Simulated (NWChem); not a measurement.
System: CH₄BCl; SMILES CBCl

The following NWChem deck was run.

```
start job
memory heap 200 mb stack 900 mb global 1100 mb
geometry units angstroms noautoz
  B     -0.595909     0.437833     0.001715
  H     -1.802452     0.481474     0.002786
  Cl     0.107839    -1.170148     0.000349
  C      0.283635     1.718944     0.001938
  H      0.014425     2.337972     0.876459
  H      0.020193     2.335336    -0.876166
  H      1.366967     1.538920     0.005829
end
basis spherical
  * library def2-svpd
end
dft
  xc xcamb88 1.00 lyp 0.81 vwn_5 0.19 hfexch 1.00
  cam 0.33 cam_alpha 0.19 cam_beta 0.46
  iterations 150
end
tddft
  cis
  nroots 6
  notriplet
end
task tddft energy
```

Excerpt of the output:

```
             Northwest Computational Chemistry Package (NWChem) 7.3.0
             --------------------------------------------------------

 C1  symmetry detected

                             Geometry "geometry" -> ""
                             -------------------------

 Output coordinates in angstroms (scale by  1.889725989 to convert to a.u.)

  No.       Tag          Charge          X              Y              Z
 ---- ---------------- ---------- -------------- -------------- --------------
    1 B                    5.0000    -0.60033261     0.46011780    -0.00002873
    2 H                    1.0000    -1.80683667     0.50483423     0.00025310
    3 Cl                  17.0000     0.10198279    -1.14849001    -0.00001034
    4 C                    6.0000     0.28035246     1.74044467     0.00000289
    5 H                    1.0000     0.01114123     2.36022330     0.87399170
    6 H                    1.0000     0.01801529     2.35655775    -0.87862746
    7 H                    1.0000     1.36352092     1.55945797     0.00468471

 Effective nuclear repulsion energy (a.u.)      83.2191097207

                                 NWChem DFT Module
                                 -----------------

 Summary of "ao basis" -> "ao basis" (spherical)
 ------------------------------------------------------------------------------
       Tag                 Description            Shells   Functions and Types
 ---------------- ------------------------------  ------  ---------------------
 B                         def2-svpd                 8       20   4s2p2d
 H                         def2-svpd                 4        8   2s2p
 Cl                        def2-svpd                11       27   5s4p2d
 C                         def2-svpd                 8       20   4s2p2d

            General Information
            -------------------
          SCF calculation type: DFT
          Wavefunction type:  closed shell.
          No. of atoms     :     7
          No. of electrons :    32
           Alpha electrons :    16
            Beta electrons :    16
          Charge           :     0
          Spin multiplicity:     1
          Use of symmetry is: off; symmetry adaption is: off
          Maximum number of iterations: 150
          AO basis - number of functions:    99
                     number of shells:    43
          Convergence on energy requested:  1.00D-06
          Convergence on density requested:  1.00D-05
          Convergence on gradient requested:  5.00D-04

              XC Information
              --------------
                     Hartree-Fock (Exact) Exchange  1.000
                   CAM-Becke88 Exchange Functional  1.000
                      VWN V Correlation Functional  0.190 local
              Lee-Yang-Parr Correlation Functional  0.810

           Range-Separation Parameters
           ---------------------------
           Alpha           :  0.19
           Beta            :  0.46
           Gamma           :  0.33
           Short-Range HF  :     F

             Grid Information
             ----------------
          Grid used for XC integration:  medium
          Radial quadrature: Mura-Knowles
          Angular quadrature: Lebedev.
          Tag              B.-S. Rad. Rad. Pts. Rad. Cut. Ang. Pts.
          ---              ---------- --------- --------- ---------
          B                   0.85       49          10.0       434
          H                   0.35       45          12.0       434
          Cl                  1.00       88          11.0       590
          C                   0.70       49          11.0       434
          Grid pruning is: on
          Number of quadrature shells:   366
          Spatial weights used:  Erf1

      Superposition of Atomic Density Guess
      -------------------------------------

 Sum of atomic energies:        -523.45591544

      Non-variational initial energy
      ------------------------------

 Total energy =    -524.797091
 1-e energy   =    -884.135539
 2-e energy   =     276.119338
 HOMO         =      -0.362202
 LUMO         =      -0.002646

   convergence    iter        energy       DeltaE   RMS-Dens  Diis-err
 ---------------- ----- ----------------- --------- --------- ---------
 d= 0,ls=0.0,diis     1   -525.3472064070 -6.09D+02  9.69D-03  3.08D-01
 d= 0,ls=0.0,diis     2   -525.3751058453 -2.79D-02  3.53D-03  6.47D-02
 d= 0,ls=0.0,diis     3   -525.3828556666 -7.75D-03  9.36D-04  1.07D-02
 d= 0,ls=0.0,diis     4   -525.3844413689 -1.59D-03  1.53D-04  1.17D-04
 d= 0,ls=0.0,diis     5   -525.3844569982 -1.56D-05  5.13D-05  2.39D-05
  Resetting Diis
 d= 0,ls=0.0,diis     6   -525.3844604534 -3.46D-06  1.24D-05  8.30D-07
 d= 0,ls=0.0,diis     7   -525.3844605918 -1.38D-07  3.16D-06  3.57D-08

[...]

                                NWChem TDDFT Module
                                -------------------

            General Information
            -------------------
           No. of orbitals :     198
            Alpha orbitals :      99
             Beta orbitals :      99
        Alpha frozen cores :       0
         Beta frozen cores :       0
     Alpha frozen virtuals :       0
      Beta frozen virtuals :       0
         Spin multiplicity :       1
    Number of AO functions :      99
        Use of symmetry is : off
      Symmetry adaption is : off
         Schwarz screening :  0.10D-07

              XC Information
              --------------
              Hartree-Fock (Exact) Exchange   1.00
            CAM-Becke88 Exchange Functional   1.00
               VWN V Correlation Functional   0.19 local
       Lee-Yang-Parr Correlation Functional   0.81
           Alpha           :  0.19
           Beta            :  0.46
           Gamma           :  0.33

             TDDFT Information
             -----------------
          Calculation type : Tamm-Dancoff TDDFT
         Wavefunction type : Restricted singlets
          No. of electrons :      32
           Alpha electrons :      16
            Beta electrons :      16
              No. of roots :       6
          Max subspacesize :    5200
            Max iterations :     100
               Target root :       1
           Target symmetry : none
      Symmetry restriction : off
                 Algorithm : Optimal
        Davidson threshold :  0.10D-03

    6 smallest eigenvalue differences (eV)
--------------------------------------------------------
  No. Spin  Occ  Vir  Irrep   E(Occ)    E(Vir)   E(Diff)
--------------------------------------------------------
    1    1   16   17 a        -0.364    -0.004     9.781
    2    1   16   18 a        -0.364     0.036    10.876
    3    1   15   17 a        -0.411    -0.004    11.054
    4    1   14   17 a        -0.430    -0.004    11.584
    5    1   16   19 a        -0.364     0.073    11.896
    6    1   16   20 a        -0.364     0.078    12.011
--------------------------------------------------------

  Entering Davidson iterations
  Restricted singlet excited states

  Iter   NTrls   NConv    DeltaV     DeltaE      Time
  ----  ------  ------  ---------  ---------  ---------
    1      6       0     0.12E+00   0.10+100       27.3
    2     12       0     0.30E-01   0.16E-01       27.1
    3     18       0     0.11E-01   0.15E-02       27.5
    4     24       0     0.88E-01   0.21E-01       28.3
    5     30       0     0.28E-01   0.10E-01       29.1
    6     36       1     0.66E-02   0.16E-02       27.9
    7     41       3     0.24E-02   0.99E-04       27.5
    8     44       4     0.54E-03   0.55E-05       24.8
    9     46       5     0.14E-03   0.27E-06       23.7
   10     47       6     0.75E-04   0.15E-07       22.2
  ----  ------  ------  ---------  ---------  ---------
  Convergence criterion met

  Ground state a        -525.384460591792 a.u.

  ----------------------------------------------------------------------------
  Root   1 singlet a              0.203477303 a.u.                5.5369 eV
  ----------------------------------------------------------------------------
     Transition Moments    X -0.00014   Y -0.00019   Z  0.04585
     Dipole Oscillator Strength                    0.0002851762
     Electric Quadrupole                           0.0000000446
     Magnetic Dipole                               0.0000021048
     Total Oscillator Strength                     0.0002873255

     Occ.   13  a   ---  Virt.   17  a        0.06979
     Occ.   14  a   ---  Virt.   17  a       -0.05363
     Occ.   16  a   ---  Virt.   17  a        0.99121
     Occ.   16  a   ---  Virt.   33  a        0.05240
  ----------------------------------------------------------------------------
  Root   2 singlet a              0.273645844 a.u.                7.4463 eV
  ----------------------------------------------------------------------------
     Transition Moments    X  0.00064   Y -0.00083   Z -0.20268
     Dipole Oscillator Strength                    0.0074946301
     Electric Quadrupole                           0.0000002385
     Magnetic Dipole                               0.0000026428
     Total Oscillator Strength                     0.0074975114

     Occ.   11  a   ---  Virt.   17  a        0.12661
     Occ.   13  a   ---  Virt.   17  a       -0.13464
     Occ.   14  a   ---  Virt.   17  a        0.97437
     Occ.   16  a   ---  Virt.   17  a        0.06440
  ----------------------------------------------------------------------------
  Root   3 singlet a              0.284372651 a.u.                7.7382 eV
  ----------------------------------------------------------------------------
     Transition Moments    X -0.26742   Y  0.91924   Z  0.00003
     Dipole Oscillator Strength                    0.1737562099
     Electric Quadrupole                           0.0000000421
     Magnetic Dipole                               0.0000001668
     Total Oscillator Strength                     0.1737564188

[...]
```

Level: CAM-B3LYP/def2-SVPD, TDA. All runs use the structure optimised with PBE0/def2-SVP.
